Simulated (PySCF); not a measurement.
A small calculation by hand: oscillator strength and radiative lifetime

CH3Cl2NbO, SMILES [CH3][Nb]([Cl])([Cl])=[O], multiplicity 1.

Geometry: PBE0-D3(BJ)/def2-SVP. The multiplicity is an assumed one; no other spin state was optimised. The structure was generated by enumeration; whether it is a known compound was not checked. The def2 effective core potentials stand for the cores of Nb; spin–orbit coupling is left out.

TDDFT-PBE/def2-SVPD in PySCF 2.14.0 puts the first singlet state with f over 0.02 at 4.83 eV (vertical), with the transition dipole (-0.074, -0.496, 0.000) in atomic units.

### Question
Find the oscillator strength, the wavelength and the radiative lifetime that this transition would have in vacuum if emission retraced absorption.

### Answer

|μ|² = 0.2515 au, so |μ| = 1.27 D. ΔE = 4.83/27.211 = 0.1775 hartree. f = (2/3) ΔE |μ|² = 0.030 (the program prints 0.030).
λ = 1239.84/4.83 = 257 nm; ν = 38957 cm⁻¹.
Einstein's coefficient A = 0.6670 ν² f s⁻¹ (ν in cm⁻¹) = 3.0e7 s⁻¹, so τ = 1/A = 33 ns. This state is S5; the lower singlets have f = 0.000, 0.001, 0.006, 0.008. The figure is the radiative limit of this one transition; relaxation, internal conversion, crossing to triplets and a medium change what is measured.
